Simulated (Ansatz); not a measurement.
Geometry optimisation, Ansatz, RKS PBE-D4/def2-SVP.

input.yaml

```yaml
crystal:
  periodic: [false, false, false]
  atoms:
    - { symbol: B, position_ang: [-0.00482, 0.472336, -0.34499] }
    - { symbol: H, position_ang: [0.024484, -0.037441, 1.997697] }
    - { symbol: O, position_ang: [1.192448, -0.147557, -0.594343] }
    - { symbol: H, position_ang: [1.113489, -1.060042, -0.917345] }
    - { symbol: O, position_ang: [-1.258364, -0.056166, -0.515924] }
    - { symbol: H, position_ang: [-1.267733, -0.98462, -0.799683] }
    - { symbol: F, position_ang: [0.056282, 1.741277, 0.058724] }
    - { symbol: H, position_ang: [0.047914, 0.675813, 1.899864] }
basis:
  gaussian: { orbitals: def2-SVP }
hamiltonian:
  xc: pbe
  dispersion: d4
relax:
  f_tol: 0.03
  max_steps: 50
```

Launched with:

```bash
$ ansatz run input.yaml --threads 1 --pin off --max-ram 2048MiB --backend cpu --events-out ev --progress --plain --runs-dir out
```

Problem. Where does it end, and by what steps?

Solution. The forces met the threshold. The force dipped under the threshold on the way, but the program's further checks kept it going. After 13 steps the energy has fallen by 0.152 eV; H2 moved furthest, 1.14 Å.

| step | energy less start (eV) | largest force component (eV/Å) | accepted |
| --- | --- | --- | --- |
| 0 | 0.0000 | 1.876 | yes |
| 1 | -0.1127 | 0.188 | yes |
| 2 | -0.1364 | 0.047 | yes |
| 3 | -0.1428 | 0.104 | yes |
| 4 | -0.1432 | 0.374 | yes |
| 5 | -0.1476 | 0.170 | yes |
| 6 | -0.1493 | 0.165 | yes |
| 7 | -0.1504 | 0.037 | yes |
| 8 | -0.1512 | 0.073 | yes |
| 9 | -0.1516 | 0.074 | yes |
| 10 | -0.1519 | 0.035 | yes |
| 11 | -0.1521 | 0.033 | yes |
| 12 | -0.1522 | 0.020 | yes |
| 13 | -0.1522 | 0.022 | yes |

```xyz
8
Properties=species:S:1:pos:R:3
B -0.019 0.360 -0.540
H 0.079 0.338 3.070
O 1.181 -0.213 -0.868
H 1.110 -1.059 -1.340
O -1.273 -0.125 -0.801
H -1.289 -0.974 -1.273
F 0.040 1.528 0.116
H 0.076 0.749 2.420
```

Time of the run: 26 s on 1 thread of Arm Neoverse V2, on a shared host, peak memory 0.13 GiB.
